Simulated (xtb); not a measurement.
Species: C₂H₆OSi, SMILES `C=C[SiH2]O` (charge 0, multiplicity 1).

Q: Give a relaxed geometry from GFN2-xTB in xtb.

A: Several could match; the one computed here: the end point of this relaxation, one of several conformers (outside a Z-matrix the atoms follow the SMILES, hydrogens last).
Bonds (Å): C1–C2 1.324, C1–H5 1.081, C1–H6 1.080, C2–Si3 1.886, C2–H7 1.084, Si3–O4 1.627, Si3–H8 1.468, Si3–H9 1.457, O4–H10 0.953. Bond angles (°): C2–C1–H5 123.0, C2–C1–H6 121.6, H5–C1–H6 115.4, C1–C2–Si3 125.1, C1–C2–H7 118.0, Si3–C2–H7 117.0, C2–Si3–O4 111.9, C2–Si3–H8 107.8, C2–Si3–H9 112.1, O4–Si3–H8 110.3, O4–Si3–H9 101.5, H8–Si3–H9 113.2, Si3–O4–H10 121.6.
